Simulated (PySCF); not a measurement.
**Mo²⁺: ionisation energy**

Mo²⁺ [Kr] 4d4 [4d3/2^4, M_J = 0] → Mo³⁺ [Kr] 4d3 [4d3/2^3, M_J = 3/2], as a difference of total energies. All numbers are calculated (PySCF 2.14, the two-component X2C-1e Hamiltonian, in x2c-QZVPPall-2c (13s12p9d3f2g, 133 functions)). Correlated levels: [Ar] 3d10 frozen; the 32 highest virtual spinors dropped. "Screened" scales the spin-orbit matrix elements by Boettger's factors to mimic the two-electron term; Breit and QED terms are absent.

```csv
method,ionisation energy (eV)
GHF (spin-free),26.155
GMP2 (spin-free),27.086
GHF (screened spin-orbit),26.084
GMP2 (screened spin-orbit),27.014
```

How much does correlation contribute at GMP2 (screened spin-orbit)?

27.014 − (26.084) = 0.930 eV, measured against GHF (screened spin-orbit).

The spin-free rows relax to the high-spin LS determinant and lack the spin-orbit shift.

The labels give the starting determinants; with spin-orbit coupling the two ends relaxed to ⟨J²⟩ = 3.77, ⟨L²⟩ = 5.99, ⟨S²⟩ = 5.99 and ⟨J²⟩ = 6.40, ⟨L²⟩ = 11.98, ⟨S²⟩ = 3.74.

The determinant of Mo²⁺ and of Mo³⁺ mixes levels of different J (the jj label is only the starting occupation), so the difference between spin-free and spin-orbit rows is not the physical spin-orbit shift.

For comparison: 27.13 ± 0.12 eV (semi-empirical (NIST evaluation); NIST Atomic Spectra Database, ionization energies).
